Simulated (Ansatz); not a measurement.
Two isomers of C2H10AlNSi: A = `C[NH][Al]([CH3])[SiH3]`, B = `C[SiH](N)[CH2][AlH2]`.

Isolated molecules relaxed with PBE0-D4/def2-TZVP in Ansatz; ΔE leaves out vibrations. CBS: MP2 limit from def2 TZ/QZ plus the TZ coupled-cluster correction, frozen cores. Functionals use def2-TZVPP. B3LYP here is the variant with VWN-RPA as its local correlation; programs differ in this. One conformer a species, not always the lowest.

A:

```xyz
15

C    -0.673   -1.242    1.944
N    -1.092   -0.694    0.672
Al   -0.165    0.229   -0.525
C    -1.066    0.821   -2.154
Si    2.196    0.690   -0.030
H     0.381   -1.014    2.118
H    -1.238   -0.824    2.785
H    -0.779   -2.333    1.983
H    -2.065   -0.892    0.485
H    -0.575    0.416   -3.045
H    -1.033    1.911   -2.248
H    -2.116    0.516   -2.185
H     3.095    0.130   -1.084
H     2.469    2.158    0.012
H     2.662    0.130    1.273
```

B:

```xyz
15

C    -0.282    1.568    0.876
Si   -0.509    0.532   -0.666
N     0.848    0.776   -1.700
C    -0.759   -1.249   -0.144
Al    0.617   -1.836    1.095
H    -0.244    2.632    0.634
H     0.659    1.322    1.384
H    -1.095    1.406    1.590
H    -1.684    1.017   -1.446
H     1.776    0.516   -1.405
H     0.743    0.648   -2.694
H    -0.731   -1.861   -1.054
H    -1.749   -1.369    0.313
H     2.142   -1.823    0.635
H     0.269   -2.277    2.582
```

**Question.** Which isomer does CCSD(T)/CBS put lower? Give the gap. (Best estimate.)

**Answer.** Computed: B, by 36.5 kJ/mol.

**Question.** Give E(B) − E(A) in kJ/mol with r2SCAN-D4, CCSD(T)/def2-TZVPP, MP2/def2-TZVPP, B3LYP-D4, CCSD/def2-TZVPP, PBE-D4, ωB97M-V. (Estimate.)

**Answer.** Ansatz gave: r2SCAN-D4 -31.5, CCSD(T)/def2-TZVPP -30.8, MP2/def2-TZVPP -43.8, B3LYP-D4 -28.6, CCSD/def2-TZVPP -31.6, PBE-D4 -17.7, ωB97M-V -44.4. None reverses the order clearly.

Largest T1 diagnostic: 0.012.

From PBE to PBE0 (25 % exact exchange), in def2-TZVPP and without D4, E(B) − E(A) moves by −9.8 kJ/mol. The D4 term adds −8.6 kJ/mol with B3LYP and −4.4 kJ/mol with PBE0; it sums over pairs of atoms, weighted by their polarisabilities, and B3LYP, whose exchange is more repulsive, gets the larger term.
